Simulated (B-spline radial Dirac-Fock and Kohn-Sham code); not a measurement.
K-shell conversion coefficients of Cd against transition energy

Model: a Dirac-Hartree-Slater potential of the neutral atom with a Latter tail (no hole, which puts coefficients of high multipoles low close above an edge), finite nucleus with surface currents. Program: a B-spline atomic structure program. Subshells within 1 keV of threshold and pair formation are left out.

```csv
energy (keV),E3,M1,M2,M3,M4,M5
30.5,55.9,12.7,339,2230,7790,22300
50,63.3,2.97,51.7,510,4490,38500
58.6,42.2,1.87,28.4,275,2450,21600
70.5,24.0,1.09,14.2,130,1120,9630
72,22.4,1.03,13.1,119,1020,8730
83.6,13.4,0.671,7.53,63.9,521,4230
89,10.8,0.561,5.98,49.1,390,3090
100,7.03,0.404,3.91,30.1,226,1690
110,4.91,0.309,2.76,20.2,144,1030
115,4.15,0.273,2.36,16.7,117,812
200,0.475,0.0601,0.341,1.70,8.42,41.7
292,0.109,0.0223,0.0980,0.384,1.48,5.74
500,0.0158,0.00583,0.0189,0.0538,0.150,0.416
529,0.0131,0.00509,0.0160,0.0443,0.120,0.321
735,0.00477,0.00234,0.00636,0.0150,0.0341,0.0768
819,0.00351,0.00183,0.00475,0.0107,0.0231,0.0494
910,0.00264,0.00144,0.00360,0.00775,0.0160,0.0326
1000,0.00207,0.00117,0.00282,0.00586,0.0116,0.0227
1210,0.00129,0.000768,0.00175,0.00339,0.00626,0.0113
1220,0.00126,0.000754,0.00171,0.00331,0.00610,0.0110
1640,0.000645,0.000403,0.000841,0.00149,0.00249,0.00407
2000,0.000423,0.000269,0.000534,0.000899,0.00143,0.00220
```

Q: How fast do they fall between 1220 and 2000 keV?

A: As powers of the energy: E3 E^-2.21, M1 E^-2.08, M2 E^-2.36, M3 E^-2.64, M4 E^-2.94, M5 E^-3.25. Within one type (E or M) the higher multipoles fall faster.

Values without a named source are computed, but for edge energies of neutral atoms, which are taken from tables.
